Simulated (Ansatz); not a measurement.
`N=C(S)[TeH]` + `S[Si](Cl)(Cl)Cl` → `Cl[Si](Cl)(Cl)[TeH]` + `N=C(S)S`  (formal exchange of groups at a Te–C bond)

Gas-phase electronic energies from Ansatz, PBE0-D4/def2-TZVP geometries. CBS: MP2 limit from def2 TZ/QZ plus the TZ coupled-cluster correction, frozen cores. Functionals use def2-TZVPP. def2 core potentials past Kr. For Te outer-core shells are correlated without core-valence functions, which leaves a few kJ/mol of doubt a bond. One conformer a species, not always the lowest.

| level | ΔE (kcal/mol) |
| --- | --- |
| r2SCAN-D4 | 2.4 |
| revPBE | 1.7 |
| r2SCAN | 2.4 |
| r2SCANh | 2.2 |
| r2SCAN0 | 1.9 |
| HF/def2-TZVPP | 2.3 |
| MP2/def2-TZVPP | 3.1 |
| MP2/def2-QZVPP | 2.7 |

What does CCSD(T)/CBS give? (An estimate is asked.)

Computed: +2.6 kcal/mol. The listed levels differ from it by -0.2, -0.9, -0.2, -0.4, -0.7, -0.3, 0.5, 0.1 kcal/mol.

What do rigid-rotor, harmonic-oscillator terms from PBE0-D4/def2-TZVP frequencies (298.15 K, 1 bar) make of the CCSD(T)/CBS value? (An estimate is asked.)

Ansatz gave: ΔZPE = +0.5 kcal/mol, ΔH = +3.0 kcal/mol, ΔS = -5 J/(mol·K), ΔG = +3.4 kcal/mol.

Largest T1 diagnostic among the species: 0.014.

At CCSD(T), def2-SVP lies −1.5 kcal/mol from the extrapolated value and def2-TZVPP +0.8 kcal/mol. In def2-TZVPP, CCSD(T) changes the Hartree–Fock value by +1.1 kcal/mol (the triples alone add +0.1 kcal/mol) and MP2 by +0.8 kcal/mol. Leaving LDA and LC-ωPBE aside and taking each functional with its dispersion term where it has one, the values, not all of them listed here, spread over 2.4 kcal/mol, from HSE06-D4 to B97M-V.
